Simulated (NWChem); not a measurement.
Species: C₂H₆F₂Si; SMILES [Si@@H](F)(CF)C

```xyz
11

C     -1.0843     1.7933    -0.1466
Si     0.0537     0.4066     0.3562
F      1.5675     0.7810    -0.1218
C     -0.4469    -1.2083    -0.4891
F      0.2842    -2.2699     0.0018
H     -0.7351     2.7490     0.2736
H     -2.1085     1.6185     0.2193
H     -1.1236     1.9008    -1.2418
H      0.0952     0.2054     1.8309
H     -1.5239    -1.4056    -0.3279
H     -0.2961    -1.1379    -1.5825
```
Atoms are numbered in this order, from 1.

All runs: NWChem. The geometry was optimised at PBE0/def2-SVP. Level: PBE0/def2-SVP with SMD (1 M gas to 1 M solution), gas-phase geometry. Reactions with the solvent are ignored.

Q: What does the run give for solvent toluene? Quantities: solvation free energy (kcal/mol); cavity-dispersion-structure term (kcal/mol); dipole in solution (D).

A: 
| Property | Value |
|---|---|
| solvation free energy (kcal/mol) | -2.8 |
| cavity-dispersion-structure term (kcal/mol) | 0.1 |
| dipole in solution (D) | 3.46 |
